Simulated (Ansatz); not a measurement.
Isolated molecules relaxed with PBE0-D4/def2-TZVP in Ansatz; ΔE leaves out vibrations. CCSD(T)/CBS adds triple-zeta CCSD(T) − MP2 to the extrapolated MP2 energy (def2 sets, frozen cores). DFT in def2-TZVPP. HSE06 is defined as in plane-wave codes. One conformer a species, not always the lowest.

`C[BH][AlH][OH]` → `B[O][AlH][CH3]`  (isomerisation)

`C[BH][AlH][OH]`:

Z-matrix (Å, degrees):
```
C
B 1 1.556
H 1 1.093 2 115.0
H 1 1.107 2 101.5 3 113.0
H 1 1.091 2 117.5 3 -132.1
Al 2 2.132 1 125.7 3 153.3
H 2 1.206 1 115.7 3 -30.6
O 6 1.706 2 116.8 1 80.7
H 6 1.599 2 126.0 1 -99.6
H 8 0.956 6 122.6 2 178.9
```

`B[O][AlH][CH3]`:

Cartesian coordinates in Å:
```
B -1.885 -1.514 -0.058
O -1.006 -0.549 -0.314
Al 0.111 0.677 -0.641
C 1.645 0.887 0.528
H -1.731 -2.606 -0.544
H -2.828 -1.288 0.659
H -0.202 1.568 -1.907
H 1.643 0.169 1.351
H 1.674 1.894 0.956
H 2.579 0.761 -0.029
```

```json
{"level": "HSE06-D4", "ΔE (kcal/mol)": "-40.0"}
{"level": "SCS-MP2/def2-TZVPP", "ΔE (kcal/mol)": "-43.5"}
```

Task: What does CCSD(T)/CBS give? (Best estimate.)

Result: Ansatz gave: -41.6 kcal/mol. The listed levels differ from it by 1.6, -1.9 kcal/mol.

Largest T1 diagnostic among the species: 0.013.

From PBE to PBE0 (25 % exact exchange), in def2-TZVPP and without D4, ΔE moves by −0.7 kcal/mol. At CCSD(T), def2-SVP lies −3.3 kcal/mol from the extrapolated value and def2-TZVPP −0.3 kcal/mol.
